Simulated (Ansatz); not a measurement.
```yaml
crystal:
  periodic: [false, false, false]
  atoms:
    - {symbol: O, position_ang: [0.535150, 0.235626, 1.242942]}
    - {symbol: B, position_ang: [-0.027162, 0.065772, -0.011618]}
    - {symbol: F, position_ang: [-0.220926, -1.445228, -0.397448]}
    - {symbol: F, position_ang: [-0.198816, 0.895699, -0.819606]}
basis:
  gaussian: {orbitals: cc-pVTZ-DK}
magnetization: {spin_polarized: true, initial_magnetization: 1}
hamiltonian: {xc: {name: CCSD(T)}}
```

```sh
$ ansatz run in.yaml --threads 2 --pin off --events-out ev --progress --plain --max-ram 22528MiB --backend cpu
```

Problem. How does Ansatz answer? (Best estimate.)

Solution. Computed: The input was rejected before any iteration.
```
Error: YAML parse error: error: line 11 column 19: hamiltonian.xc: no functional is named "CCSD(T)"; the names, which are not case-sensitive, are SVWN5, SPW92, PBE, PBE0, PBEsol, revPBE, revPBE0, RPBE, rPW86-PBE, HSE06, wPBEh, LC-wPBE, HISS, HF, BLYP, B3LYP, B3LYP5, BHLYP, CAM-B3LYP, r2SCAN, r2SCANh, r2SCAN0, r2SCAN50, m-r2SCAN, B97, wB97, wB97X, wB97X-V, B97M-V, wB97M-V, B2PLYP, B2GP-PLYP, PBE0-DH, PBE-QIDH
 9 |   gaussian: {orbitals: cc-pVTZ-DK}
10 | magnetization: {spin_polarized: true, initial_magnetization: 1}
11 | hamiltonian: {xc: {name: CCSD(T)}}
```

HSE06 is defined as in plane-wave codes.
